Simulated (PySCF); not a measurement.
Si3BH7O6

The system: Si3BH7O6, a molecule; neutral, singlet. The structure, one conformer, was relaxed in the gas phase by PBE0-D3(BJ)/def2-SVP. No frequency run checks that it is a minimum.

SMILES: OB(O)O[SiH]1O[SiH2]O[SiH2]O1

```xyz
17

O    -1.132   -1.356    0.488
Si   -2.628   -0.969   -0.126
O    -2.715    0.690   -0.201
Si   -1.647    1.889    0.233
O    -0.277    1.145    0.815
Si    0.201   -0.439    0.835
O     1.292   -0.708   -0.376
B     2.629   -0.426   -0.481
O     3.270    0.182    0.552
O     3.312   -0.754   -1.613
H    -3.679   -1.486    0.788
H    -2.775   -1.533   -1.492
H    -2.241    2.725    1.307
H    -1.309    2.702   -0.964
H     0.748   -0.804    2.152
H     4.202    0.323    0.362
H     2.739   -1.182   -2.257
```
Atom numbers follow the order of the file, from 1.

Shieldings: GIAO PBE0/pcSseg-1. Shifts are against computed references at the same level: H TMS (σ 31.27 ppm), Si TMS (σ 352.0 ppm). Core levels by delta-SCF with SCAN, pcX-2 on the ionised atom and pcseg-1 elsewhere, spin-free X2C (2p3/2 is the spin-free 2p value less a third of a first-order spin-orbit splitting); from the vacuum level, for chosen atoms.

Q: Give the shieldings and core levels atom by atom.

A: 
```json
{"atoms": "O1", "bonded to": "2 Si", "σ (ppm)": "236.9", "δ (ppm)": "-", "core level (eV)": "1s 538.11"}
{"atoms": "Si2", "bonded to": "2 O + 2 H", "σ (ppm)": "384.4", "δ (ppm)": "-32.4", "core level (eV)": "2p3/2 108.22"}
{"atoms": "O3", "bonded to": "2 Si", "σ (ppm)": "251.3", "δ (ppm)": "-", "core level (eV)": "-"}
{"atoms": "Si4", "bonded to": "2 O + 2 H", "σ (ppm)": "384.4", "δ (ppm)": "-32.4", "core level (eV)": "-"}
{"atoms": "O5", "bonded to": "2 Si", "σ (ppm)": "231.2", "δ (ppm)": "-", "core level (eV)": "1s 538.08"}
{"atoms": "Si6", "bonded to": "3 O + 1 H", "σ (ppm)": "418.0", "δ (ppm)": "-66.0", "core level (eV)": "2p3/2 108.47"}
{"atoms": "O7", "bonded to": "1 B + 1 Si", "σ (ppm)": "207.9", "δ (ppm)": "-", "core level (eV)": "1s 538.45"}
{"atoms": "B8", "bonded to": "3 O", "σ (ppm)": "82.7", "δ (ppm)": "-", "core level (eV)": "-"}
{"atoms": "O9", "bonded to": "1 B + 1 H", "σ (ppm)": "249.1", "δ (ppm)": "-", "core level (eV)": "-"}
{"atoms": "O10", "bonded to": "1 B + 1 H", "σ (ppm)": "244.5", "δ (ppm)": "-", "core level (eV)": "-"}
{"atoms": "H11", "bonded to": "1 Si", "σ (ppm)": "26.09", "δ (ppm)": "5.18", "core level (eV)": "-"}
{"atoms": "H12", "bonded to": "1 Si", "σ (ppm)": "26.06", "δ (ppm)": "5.20", "core level (eV)": "-"}
{"atoms": "H13", "bonded to": "1 Si", "σ (ppm)": "26.10", "δ (ppm)": "5.17", "core level (eV)": "-"}
{"atoms": "H14", "bonded to": "1 Si", "σ (ppm)": "26.08", "δ (ppm)": "5.19", "core level (eV)": "-"}
{"atoms": "H15", "bonded to": "1 Si", "σ (ppm)": "26.47", "δ (ppm)": "4.80", "core level (eV)": "-"}
{"atoms": "H16", "bonded to": "1 O", "σ (ppm)": "28.08", "δ (ppm)": "3.19", "core level (eV)": "-"}
{"atoms": "H17", "bonded to": "1 O", "σ (ppm)": "28.13", "δ (ppm)": "3.14", "core level (eV)": "-"}
```

Values are those of this one static structure; atoms that internal rotation interchanges would show their mean in an NMR spectrum.

Q: By CAM-B3LYP/def2-SVPD (TDDFT singlets, Tamm-Dancoff triplets, ionisation by delta-SCF), where does absorption start, and what does vertical ionisation take?

A: The lowest singlet lies at 7.64 eV (f 0.006), the strongest of the first 6 at 7.87 eV (f 0.019), the lowest triplet at 7.26 eV; vertical ionisation takes 10.80 eV.

The 3 runs behind this took 13 min in all, one thread each of Arm Neoverse V1 on a shared host, launched as `OMP_NUM_THREADS=1 python cluster_run.py task.json out`.
